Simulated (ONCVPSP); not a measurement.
# Pseudopotential generation for ruthenium: ONCV, PW91, fully relativistic.

* Element: Ru
* Generator: ONCVPSP 4.0.1
* Type: optimised norm-conserving Vanderbilt (ONCV)
* Functional: PW91
* Relativity: fully relativistic
* Frozen core: [Kr]
* Valence charge: 8
* Reference configuration: 4d5 (charge +3)
* Partial waves: s scattering state at 0.25 Ha: rc 2.10 bohr, ncon 4, nbas 8, qcut 2.5 1/bohr, 2 projectors, debl 3.7 Ha; p scattering state at 0.08 Ha: rc 2.05 bohr, ncon 4, nbas 7, qcut 4.3 1/bohr, 2 projectors, debl 2.1 Ha; 4d: rc 2.00 bohr, ncon 4, nbas 8, qcut 8.5 1/bohr, 3 projectors, debl 2.7 Ha
* Local potential: polynomial inside 1.80 bohr (lpopt 1, dvloc0 0 Ha)
* Core correction: Teter function, fcfact 2, rcfact 1.65

Open shells are filled in proportion to 2j + 1.

In the s channel the program set the typed energies aside and used 0.050, 3.750 Ha. In the p channel the program set the typed energies aside and used 0.050, 2.150 Ha (j = l + 1/2; the other j can differ).

Does the generator finish with these settings?

Yes, a potential is produced and its reference levels are reproduced.

Estimate the cutoffs (Ha) at which the residual kinetic energy of the hardest occupied pseudo-wave falls to 1 and 0.1 mHa per electron.

23 Ha and 27 Ha.

What does a ghost test show?

Ghosts flagged at negative energy: p3/2 at -73.1 eV, p1/2 at -74.5 eV; GHOST(+) flagged for s at 66.2 eV. A true bound ghost makes a file unfit for plane-wave use.

Tests: 4d7 5s1; 4d7; 4d6; 4d6 5s1 5p1. Which has the largest error in its energy relative to the reference configuration, and how large is it?

4d7, with -444 meV (all-electron minus pseudo) on -48.95 eV.
